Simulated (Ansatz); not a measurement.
Mulliken charges of Br$_{2}$ClFSi (`F[Si](Cl)(Br)Br`) from ωB97M-V/def2-TZVPP in Ansatz (PBE0-D4/def2-TZVP geometry).

```csv
atom,x (Å),y (Å),z (Å),charge (e)
F1,0.842,-1.080,0.956,-0.254
Si2,0.034,-0.064,0.059,0.615
Cl3,-1.527,0.620,1.140,-0.134
Br4,-0.667,-1.126,-1.713,-0.114
Br5,1.367,1.576,-0.484,-0.114
```

Question: By hand: the dipole of these point charges (1 e Å = 4.8032 D).

Answer: Σ q r = (-0.068, 0.101, -0.109) e Å, of length 0.163 e Å = 0.78 D.

Question: How does the dipole of the full density compare? (Estimate.)

Answer: Computed: (-0.055, 0.078, -0.081) e Å, 0.60 D; the point charges give 1.30 times that, at 2° from its direction.

Point charges leave out the atoms' own dipoles, such as those of lone pairs, and Mulliken's split depends on the basis, so the two needn't agree.
